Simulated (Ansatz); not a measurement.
Geometry optimisation, Ansatz 0.2.0, UKS PBE-D4/6-31G*.

Input:

```yaml
crystal:
  periodic: [false, false, false]
  atoms:
    - { symbol: C, position_ang: [-1.5312, 1.2401, 1.6514] }
    - { symbol: S, position_ang: [0.129, 0.9075, 1.2052] }
    - { symbol: Si, position_ang: [-0.111, -0.2312, -0.6209] }
    - { symbol: F, position_ang: [-1.1367, -1.3283, -0.3443] }
    - { symbol: Si, position_ang: [1.9097, -1.2129, -1.2727] }
    - { symbol: H, position_ang: [-2.0629, 1.8806, 0.8466] }
    - { symbol: H, position_ang: [-2.1194, 0.3681, 1.8177] }
    - { symbol: H, position_ang: [0.79183, 1.55425, 2.22832] }
    - { symbol: H, position_ang: [-0.5809, 0.7127, -1.6106] }
    - { symbol: H, position_ang: [1.7397, -1.9792, -2.4933] }
    - { symbol: H, position_ang: [2.425, -2.1396, -0.1998] }
    - { symbol: H, position_ang: [2.9726, -0.1679, -1.4972] }
magnetization:
  spin_polarized: true
basis:
  gaussian: { orbitals: "6-31G*" }
hamiltonian:
  xc: pbe
  dispersion: d4
relax:
  f_tol: 0.02
  max_steps: 50
output:
  orbitals: {}
```

Launched with:

```bash
$ ansatz run input.yaml --threads 2 --pin off --max-ram 3072MiB --backend cpu --events-out ev --progress --plain --runs-dir out
```

Problem. Where does it end, and by what steps?

Solution. The run converged. After 16 steps the energy has fallen by 1.817 eV; H7 moved furthest, 1.29 Å.

```json
{"step": "0", "energy less start (eV)": "0.0000", "largest force component (eV/Å)": "3.303", "accepted": "yes"}
{"step": "1", "energy less start (eV)": "-0.6570", "largest force component (eV/Å)": "1.961", "accepted": "yes"}
{"step": "2", "energy less start (eV)": "-0.9620", "largest force component (eV/Å)": "0.964", "accepted": "yes"}
{"step": "3", "energy less start (eV)": "-1.1286", "largest force component (eV/Å)": "0.746", "accepted": "yes"}
{"step": "4", "energy less start (eV)": "-1.2748", "largest force component (eV/Å)": "0.767", "accepted": "yes"}
{"step": "5", "energy less start (eV)": "-1.4773", "largest force component (eV/Å)": "0.956", "accepted": "yes"}
{"step": "6", "energy less start (eV)": "-1.5814", "largest force component (eV/Å)": "1.219", "accepted": "yes"}
{"step": "7", "energy less start (eV)": "-1.6955", "largest force component (eV/Å)": "0.509", "accepted": "yes"}
{"step": "8", "energy less start (eV)": "-1.7288", "largest force component (eV/Å)": "0.825", "accepted": "yes"}
{"step": "9", "energy less start (eV)": "-1.7648", "largest force component (eV/Å)": "0.644", "accepted": "yes"}
{"step": "10", "energy less start (eV)": "-1.7923", "largest force component (eV/Å)": "0.364", "accepted": "yes"}
{"step": "11", "energy less start (eV)": "-1.8082", "largest force component (eV/Å)": "0.193", "accepted": "yes"}
{"step": "12", "energy less start (eV)": "-1.8132", "largest force component (eV/Å)": "0.149", "accepted": "yes"}
{"step": "13", "energy less start (eV)": "-1.8154", "largest force component (eV/Å)": "0.121", "accepted": "yes"}
{"step": "14", "energy less start (eV)": "-1.8164", "largest force component (eV/Å)": "0.071", "accepted": "yes"}
{"step": "15", "energy less start (eV)": "-1.8167", "largest force component (eV/Å)": "0.030", "accepted": "yes"}
{"step": "16", "energy less start (eV)": "-1.8168", "largest force component (eV/Å)": "0.013", "accepted": "yes"}
```

```xyz
12
Properties=species:S:1:pos:R:3
C -1.665 1.244 1.440
S -0.371 0.154 1.437
Si -0.264 -0.492 -0.653
F -1.218 -1.799 -0.835
Si 1.990 -0.989 -1.120
H -1.653 2.062 0.712
H -2.002 1.490 2.451
H 1.057 0.587 1.432
H -0.856 0.630 -1.453
H 2.061 -1.736 -2.419
H 2.580 -1.833 -0.031
H 2.766 0.287 -1.249
```

Run time: 41 s on 2 threads of Intel(R) Xeon(R) Platinum 8559C (Emerald Rapids), with other jobs on the host, peak memory 0.28 GiB.
